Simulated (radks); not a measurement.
Problem. P3-, 18 electrons, occupied as [Ar]. Calculated with a radial shooting solver on a logarithmic mesh with Libxc functionals: non-relativistic Kohn-Sham, PBE, spin-polarised, spherical densities, point nucleus; Watson sphere of charge +3 and radius 3.24 bohr. Some entries of the table are withheld. Estimate them.

orbital,occ.,eigenvalue (hartree),<r^2> (bohr^2)
1s,2,-76.21112,0.01454
2s,2,(1),0.3249
2p,6,-4.43965,0.2970
3s,2,(2),(3)
3p,6,(4),(5)

Solution. 
(1) 2s eigenvalue (hartree): -6.22522
(2) 3s eigenvalue (hartree): -0.47110
(3) 3s <r^2> (bohr^2): 5.093
(4) 3p eigenvalue (hartree): -0.20658
(5) 3p <r^2> (bohr^2): 8.939
